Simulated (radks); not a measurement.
Q: Valence configurations of neutral magnesium (all share [Ne]). All-electron calculation, non-relativistic Kohn-Sham, PBE, spin-unpolarised, spherical densities, point nucleus. Program: a radial shooting solver on a logarithmic mesh with Libxc functionals. Order these by energy: 3s2; 3p2; 3s0.5 3p1.5; 3s1 3p1; 3s1.5 3p0.5.

A: From the lowest, in eV above it: 3s2 0.000; 3s1.5 3p0.5 1.710; 3s1 3p1 3.476; 3s0.5 3p1.5 5.290; 3p2 7.149. NIST lists [Ne] 3s2 as the ground configuration; this level of theory agrees among the configurations tried. The energies are those of spherical spin-averaged densities, not of single terms.
